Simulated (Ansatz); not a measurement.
Ag2Se⁺ (the lowest doublet isomer of a short search) was relaxed with PBE-D4 (def2-TZVP) in Ansatz in these states: charge +1 doublet, charge +1 quartet. The geometries follow in no particular order.

In the def2 sets Ag takes a core potential; there is no spin–orbit coupling.

A:

```xyz
3

Ag   -1.668   -0.676   -0.376
Ag    1.026    1.525   -0.032
Se    0.642   -0.849    0.407
```

B:

```xyz
3

Ag   -0.601   -1.413    0.201
Ag    0.786    0.242   -1.312
Se   -0.185    1.171    1.111
```

Task: Judge from the bond lengths which geometry belongs to which state (an estimate).

Result: A is the charge +1 doublet (Ag1–Se3 2.445 Å, Ag2–Se3 2.445 Å); B is the charge +1 quartet (Ag1–Se3 2.771 Å, Ag2–Se3 2.771 Å).

At PBE0-D4/def2-TZVP a doublet lies 2.42 eV below the charge +1 quartet. These are the stationary points nearest to one start from a short search; other shapes may lie lower in each state.
